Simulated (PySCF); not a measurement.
SMILES F[SiH2]c1ccc([SiH2]Cl)cc1, singlet, GFN2-xTB optimised geometry.

```
18

Si     0.09     0.58     0.00
F     -0.33    -0.06     1.42
C     -0.63    -0.53    -1.34
C     -0.44    -0.24    -2.68
C     -0.97    -1.05    -3.67
C     -1.71    -2.18    -3.35
C     -1.90    -2.47    -2.00
C     -1.38    -1.66    -1.02
Si    -2.45    -3.32    -4.67
Cl    -1.94    -2.65    -6.50
H     -0.51     1.91     0.00
H      1.54     0.58     0.00
H      0.13     0.63    -2.96
H     -0.80    -0.80    -4.71
H     -2.48    -3.35    -1.73
H     -1.54    -1.91     0.02
H     -1.93    -4.67    -4.52
H     -3.91    -3.31    -4.57
```

Density from PBE0/def2-SVP (PySCF 2.14.0) at that geometry.

Minimum of the electron density along straight lines between bonded atoms, close to the bond critical point (lines longer than 1.1 times the sum of covalent radii, or with two minima, are not listed):

```tsv
bond	length / Å	ρ at the minimum / e bohr⁻³	∇²ρ there / e bohr⁻⁵	position (fraction from the first atom)
Si1–F2	1.612	0.118	1.07	0.42
Si1–C3	1.881	0.116	0.34	0.38
C3–C4	1.393	0.306	-0.76	0.50
C4–C5	1.381	0.314	-0.81	0.50
C5–C6	1.393	0.305	-0.76	0.50
C6–C7	1.394	0.305	-0.76	0.50
C3–C8	1.394	0.304	-0.76	0.50
C7–C8	1.381	0.314	-0.81	0.50
C6–Si9	1.886	0.115	0.33	0.62
Si9–Cl10	2.018	___	0.33	0.37
Si1–H11	1.457	0.121	0.32	0.49
Si1–H12	1.457	0.121	0.32	0.49
C4–H13	1.081	0.283	-1.07	0.63
C5–H14	1.081	0.285	-1.10	0.64
C7–H15	1.081	0.283	-1.07	0.63
C8–H16	1.081	0.285	-1.10	0.64
Si9–H17	1.463	0.120	0.32	0.49
Si9–H18	1.463	0.120	0.32	0.49
```

Problem. Complete the blanks.

Solution. 
- Si9–Cl10, ρ at the minimum / e bohr⁻³: 0.097
